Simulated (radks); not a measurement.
The numbers below are computed, except where a source is named.
Q: Radial electron density D(r) = 4 pi r^2 rho(r) of an atom or ion with 67.5 electrons. Level of theory: scalar-relativistic Kohn-Sham, r2SCAN, spin-unpolarised, spherical densities, finite nucleus; meta-GGA in the generalised Kohn-Sham scheme; Fermi nuclear charge, rms radius of each element as measured or else 0.836 A^(1/3) + 0.57 fm (a radial shooting solver on a logarithmic mesh with Libxc functionals).

```
   r/bohr * D(r) (the largest magnitude, 120, reaches the edge; | marks zero)
 0.003227 |            *
 0.003787 |               *
 0.004444 |                   *
 0.005215 |                      *
 0.006169 |                          *
 0.007239 |                              *
 0.008496 |                                  *
  0.01005 |                                     *
  0.01179 |                                        *
  0.01384 |                                        *
  0.01624 |                                        *
  0.01921 |                                       *
  0.02255 |                                     *
  0.02646 |                                    *
   0.0313 |                                    *
  0.03673 |                                        *
   0.0431 |                                             *
  0.05058 |                                                  *
  0.05983 |                                                      *
  0.07021 |                                                      *
   0.0824 |                                                 *
  0.09747 |                                            *
   0.1144 |                                         *
   0.1342 |                                           *
   0.1575 |                                               *
   0.1863 |                                                *
   0.2187 |                                           *
   0.2566 |                                *
   0.3035 |                       *
   0.3562 |                     *
    0.418 |                        *
   0.4906 |                         *
   0.5803 |                       *
    0.681 |                 *
   0.7991 |           *
   0.9453 |       *
    1.109 |     *
    1.302 |    *
    1.528 |   *
    1.807 | *
    2.121 |*
    2.489 |*
    2.944 *
    3.455 *
    4.054 *
    4.758 *
    5.628 *
    6.605 *
    7.751 *
    9.169 *
    10.76 *
    12.63 *
    14.82 *
    17.53 *
    20.57 *
```

What is the nuclear charge?

A: Z = 67. The innermost maximum, from 1s, lies near gamma/Z bohr with gamma = sqrt(1 - (Z/c)^2) = 0.872, here 0.013 bohr (found: 0.0143), and its height grows with Z. The density is that of the holmium anion Ho0.5- in [Xe] 4f10.5 6s2 6p1; the configuration itself is not fixed sharply by these data, and Z only to a few units. D(r) has 4 maxima, at r = 0.0143, 0.0638, 0.178, 0.487 bohr, and minima at 0.0273, 0.116, 0.345 bohr, inside which lie 1.93, 11.10, 29.49 electrons.
